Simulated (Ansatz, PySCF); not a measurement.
CH₃Cl₂NSi₂, SMILES C1[Si](Cl)(Cl)[SiH2]N=1.

Coordinates come from a ωB97X-D3(BJ)/def2-SVP optimisation. This is a generated structure with no PubChem entry under its InChIKey; it may be hypothetical.

Vertical ionisation energy (IE) and electron affinity (EA) in eV. Rows of orbital energies are one-electron estimates. Where ΔSCF, EOM or ADC give a negative EA the extra electron is unbound and the value depends on the basis.

```
level                                                                   IE    EA
--------------------------------------------------------------------  ----  ----
−ε(HOMO), −ε(LUMO), r2SCAN/def2-TZVP (PySCF)                          6.25  2.69
−ε(HOMO), −ε(LUMO), PBE/def2-TZVP (PySCF)                              [?]   [?]
ΔSCF, PBE0/def2-TZVPD (Ansatz), final states of multiplicity 2 and 2  9.12  0.18
ΔSCF, PBE/def2-TZVPD (Ansatz), final states of multiplicity 2 and 2   8.97  0.29
```

Question: Complete the blanks. (An estimate is asked for; the answer gives what the named calculation found.)

Answer: 
- −ε(HOMO), −ε(LUMO), PBE/def2-TZVP (PySCF), IE: 6.02
- −ε(HOMO), −ε(LUMO), PBE/def2-TZVP (PySCF), EA: 2.87

Question: What vertical singlet–triplet gap does ΔSCF give with PBE0/def2-TZVPD (Ansatz, a quantum-chemistry and plane-wave program) and with PBE/def2-TZVPD (Ansatz)? (The exact figures need the calculation; the answer reports its results.)

Answer: 2.80 and 2.79 eV (triplet above singlet where positive).
